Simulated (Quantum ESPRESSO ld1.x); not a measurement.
Values are calculated unless marked as measured or tabulated.
Problem. Species: Ho3+. Configuration: [Kr] 4d10 4f10 5s1 5p6 6s1 (not the ground configuration). Code: ld1.x of Quantum ESPRESSO 7.5. Model: scalar-relativistic Kohn-Sham, LDA (Slater exchange, Perdew-Wang correlation), spin-polarised, spherical densities, point nucleus; open shells are filled with parallel spins first. Some entries of the table are withheld. Estimate them.

orbital  occ.  eigenvalue (eV)  r(max) (bohr)  <r> (bohr)
1s up       1         -55490.8          0.013     0.02075
1s down     1         -55490.7          0.013     0.02075
2s up       1         -9316.54          0.074     0.08815
2s down     1         -9316.37          0.074     0.08815
2p up       3         -8261.41          0.060     0.07809
2p down     3         -8261.26          0.060     0.07809
3s up       1         -2112.76          0.211      0.2301
3s down     1         -2110.87          0.211      0.2300
3p up       3         -1790.37          0.207      0.2291
3p down     3         -1788.49          0.207      0.2290
3d up       5         -1380.36          0.170      0.2080
3d down     5         -1378.87          0.170      0.2079
4s up       1         -450.850          0.484      0.5187
4s down     1         -447.003          0.484      0.5188
4p up       3         -344.596          0.504      0.5498
4p down     3         -340.783          0.504      0.5498
4d up       5         -201.028          0.521      0.5948
4d down     5         -197.239          0.521      0.5950
5s up       1         -87.8322           1.11       1.231
5s down     0         -85.1103           1.12       1.241
5p up       3         -61.3089           1.26       1.418
5p down     3         -59.0261           1.27       1.433
4f up       7              (1)          0.516      0.7651
4f down     3              (2)          0.521      0.7763
6s up       1         -26.6477           2.66       2.867
6s down     0         -25.2633           2.68       2.904

Solution. 
(1) 4f up eigenvalue (eV): -44.0424
(2) 4f down eigenvalue (eV): -40.4023
